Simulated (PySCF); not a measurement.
Input for PySCF: D3(BJ) and D4 dispersion corrections on O2 (SMILES O=O).

```python
from pyscf import gto
from pyscf.dispersion import dftd3, dftd4

mol = gto.M(
    atom='''
    O     0.00000000   -0.00000000    0.60215214
    O    -0.00000000    0.00000000   -0.60215214
    ''',
    basis='def2-svp',
    charge=0, spin=2, verbose=0, max_memory=1800)
d3, d4 = {}, {}
for xc in ['hf', 'pbe', 'blyp', 'revpbe', 'tpss', 'r2scan', 'b3lyp', 'pbe0', 'bhlyp', 'camb3lyp', 'b2plyp']:
    d3[xc] = float(dftd3.DFTD3Dispersion(mol, xc=xc, version='d3bj', atm=False).get_dispersion()['energy'])
    print(f'D3(BJ) {xc:10s} {d3[xc]:14.8f} Eh')
for xc in ['hf', 'pbe', 'blyp', 'revpbe', 'tpss', 'r2scan', 'b3lyp', 'pbe0', 'bhlyp', 'camb3lyp', 'b2plyp']:
    d4[xc] = float(dftd4.DFTD4Dispersion(mol, xc={'camb3lyp': 'cam-b3lyp'}.get(xc, xc), atm=True).get_dispersion()['energy'])
    print(f'D4     {xc:10s} {d4[xc]:14.8f} Eh')
```

Program output:

```
D3(BJ) hf            -0.00339213 Eh
D3(BJ) pbe           -0.00026715 Eh
D3(BJ) blyp          -0.00056600 Eh
D3(BJ) revpbe        -0.00075786 Eh
D3(BJ) tpss          -0.00032288 Eh
D3(BJ) r2scan        -0.00006332 Eh
D3(BJ) b3lyp         -0.00045552 Eh
D3(BJ) pbe0          -0.00021431 Eh
D3(BJ) bhlyp         -0.00034154 Eh
D3(BJ) camb3lyp      -0.00017571 Eh
D3(BJ) b2plyp        -0.00019589 Eh
D4     hf            -0.00131955 Eh
D4     pbe           -0.00027881 Eh
D4     blyp          -0.00066763 Eh
D4     revpbe        -0.00120016 Eh
D4     tpss          -0.00038051 Eh
D4     r2scan        -0.00006357 Eh
D4     b3lyp         -0.00044964 Eh
D4     pbe0          -0.00022479 Eh
D4     bhlyp         -0.00028614 Eh
D4     camb3lyp      -0.00021855 Eh
D4     b2plyp        -0.00019062 Eh
```

The run finished.

Cost: around 0.04 core-seconds (rough).
